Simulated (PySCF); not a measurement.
## Two-component Hartree-Fock for Pb⁺ (lead, charge +1)

Start: [Xe] 4f14 5d10 6s2 6p1; 6p1/2 filled at m_j = +1/2. Calculated with PySCF 2.14 in x2c-SVPall-2c: generalised Hartree-Fock with the X2C-1e Hamiltonian and a Gaussian nucleus; one run each with spin-orbit coupling (SO) switched off, then screened by Boettger's factors.

```tsv
spinor shell	electrons	ε, spin-free (eV)	ε, screened SO (eV)	weight of nominal j (screened SO)	rms radius, screened SO (bohr)
1s1/2	2	-88510.9	-88471.2	1.000	0.0181
2s1/2	2	-15997.0	-15983.9	1.000	0.0730
2p1/2	2	-13743.4	-15327.4	1.000	0.0617
2p3/2	4	-13743.4	-13132.2	1.000	0.0700
3s1/2	2	-3919.6	-3914.8	1.000	0.186
3p1/2	2	-3263.6	-3619.2	1.000	0.178
3p3/2	4	-3263.6	-3122.4	1.000	0.195
3d3/2	4	-2580.8	-2640.7	1.000	0.171
3d5/2	6	-2580.8	-2536.1	1.000	0.175
4s1/2	2	-933.25	-931.29	1.000	0.408
4p1/2	2	-714.53	-801.99	1.000	0.412
4p3/2	4	-714.53	-678.84	1.000	0.446
4d3/2	4	-455.00	-467.38	1.000	0.459
4d5/2	6	-455.00	-444.50	1.000	0.464
5s1/2	2	-175.13	-174.32	1.000	0.916
4f5/2	6	-167.11	-168.65	1.000	0.495
4f7/2	8	-167.11	-163.75	1.000	0.496
5p1/2	2	-112.04	-128.05	1.000	0.982
5p3/2	4	-112.04	-104.97	1.000	1.07
5d3/2	4	-37.167	-38.154	1.000	1.38
5d5/2	6	-37.167	-35.455	1.000	1.40
6s1/2	2	-22.398	-22.113	0.997	2.47
6p1/2	1	-13.425	-14.803	1.000	3.05
```

```csv
quantity,spin-free,screened SO
E (hartree),-20864.22109,-20901.95365
M_J,1/2,1/2
⟨J²⟩,1.180,0.760
⟨L²⟩,2.025,2.205
⟨S²⟩,0.759,0.939
```

Each row is a mean over spinors that exchange with the open shell spreads, by up to 0.617 eV (6s1/2).

Breit and QED terms are absent; they matter most for the inner s and p1/2 levels.

Densities and radii are taken from the X2C orbitals without a picture-change correction, which distorts them close to the nucleus.

Without spin-orbit coupling the j labels of p, d and f shells carry no meaning; the spin-free column gives the mean over the occupied spinors of each nl shell, and its ⟨J²⟩ belongs to a mixture of degenerate components.
